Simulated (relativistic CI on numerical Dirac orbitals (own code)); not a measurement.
## Hyperfine structure of Gd⁺, mass number 157

Calculated at this level of theory: Dirac-Coulomb-Breit CI, KLI orbitals optimised for each configuration, a model potential for QED, valence Slater integrals scaled by 0.85, P86 correlation energy added to each configuration (own radial code, finite nucleus).

CI space (outside the closed core [Xe]): 4f7.5d.6s, 4f8.6s, 4f8.7s. The list is cut by size and lacks configurations that can hold low levels.

Nuclear spin I = 3/2, μ = -0.3398 μN, Q = 1.35 b (tables of Stone and Pyykkö). The electronic factors are computed for point nuclear moments, without core polarisation; leaving it out makes A of s and p electrons in near-neutral atoms 20 to 40 % too small, and it can dominate for d and f shells.

```tsv
Level	E (eV)	A (MHz)	B (MHz)
4f7.5d.6s 10D°_5/2	0.0000	-363.7	217
4f7.5d.6s 10D°_7/2	0.0277	-281.6	-395
4f7.5d.6s 10D°_9/2	0.0663	-242.8	-371
4f7.5d.6s 10D°_11/2	0.1189	-219.6	-1.02
4f7.5d.6s 10D°_13/2	0.1909	-201.3	543
4f7.5d.6s 8D°_3/2	0.5959	449.6	120
4f7.5d.6s 8D°_5/2	0.6194	217.2	-375
4f7.5d.6s 8D°_7/2	0.6565	140.7	-305
```

Levels with J = 0, under 50 % of one LS term, or S terms without an open s electron are left out. Small factors come from cancelling terms and can be off by tens of per cent or more.

Correlation outside the listed configurations is missing or only estimated: errors of thousands of cm⁻¹ between configurations and terms are usual at this charge. Rates and lifetimes follow the computed energies and can be off by large factors. The fine structure of a lone outer electron comes out too small, for d and f at times inverted, and misplaced configurations move strength between like terms. 17 of the 54 excited levels that our extract of the measured tables holds in this range could be paired (the sources list more); they are missed by 14197 cm⁻¹ on average and 18858 at most, and levels without a partner can miss by more. Some levels of the ground configuration have no partner and can miss by 10 % or more.

**Question.** Give the hyperfine levels of 4f7.5d.6s 10D°_5/2 relative to its centre of gravity.

**Answer.** With K = F(F + 1) − I(I + 1) − J(J + 1), E = AK/2 + B[¾K(K + 1) − I(I + 1)J(J + 1)]/[2I(2I − 1)J(2J − 1)]: F = 1: 2061, F = 2: 1160, F = 3: -28.45, F = 4: -1310 MHz.

LS names give the leading component of a level, which can be under half, so a name can repeat, a term be missing and a line seem to break the LS rules.
